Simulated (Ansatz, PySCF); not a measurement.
Gas-phase reaction (SMILES): NB(Cl)Cl + F (HF) → FB(Cl)Cl [dichloro(fluoro)borane] + N (NH3); hydrogen fluoride cleaves one B-N bond, a model of a ligand-exchange step.

Geometries: B3LYP-D3(BJ)/def2-TZVP minima from Ansatz (an electronic-structure program), one conformer each, not searched for the lowest. Correlated levels leave the core frozen unless marked. No spin-orbit coupling. Non-relativistic. CBS(X,Y): correlation extrapolated as X^-3; Hartree-Fock from the larger set. Thermal terms are rigid-rotor harmonic-oscillator values from B3LYP-D3(BJ) frequencies (Ansatz or PySCF) at 298.15 K and 1 atm. 1 Eh = 627.5095 kcal/mol.

```csv
species,"E, CCSD(T)/CBS(cc-pV(T+d)Z,cc-pV(Q+d)Z) (Ansatz) (Eh)","E, PBE0-D4/def2-TZVPD (Ansatz + dftd4) (Eh)",H - E (Eh),G - E (Eh)
NB(Cl)Cl,-1000.38439,-1001.00905,0.03939,0.00600
F (HF),-100.39146,-100.39487,0.01259,-0.00713
FB(Cl)Cl,-1044.27408,-1044.89015,0.01416,-0.01849
N (NH3),-56.50369,-56.51535,0.03799,0.01614
```

Work out ΔE and ΔH, ΔG, ΔS and the equilibrium constant at 298.15 K at the first level, then ΔH at the second.


1. ΔE = [(-1044.27408) + (-56.50369)] - [(-1000.38439) + (-100.39146)] = -0.00192 Eh = -1.2 kcal/mol at CCSD(T)/CBS(cc-pV(T+d)Z,cc-pV(Q+d)Z).
2. The terms H - E add up to 0.00017 Eh, so ΔH = (-0.00192 + (0.00017))×627.5095 = -1.1 kcal/mol.
3. The terms G - E add up to -0.00122 Eh, so ΔG = -2.0 kcal/mol, and ΔS = (0.00017 - (-0.00122))×627509.5/298.15 = 2.9 cal/(mol K).
4. log10 K = -ΔG/(RT ln 10) = 1.5, with RT ln 10 = 1.3642 kcal/mol.
5. At PBE0-D4/def2-TZVPD the same steps give ΔE = -1.0 and ΔH = -0.9 kcal/mol, a shift of +0.2 from the first level.
6. These values are not checked against measurement here, since the tables used lack a sound gas-phase enthalpy of formation for at least one species.
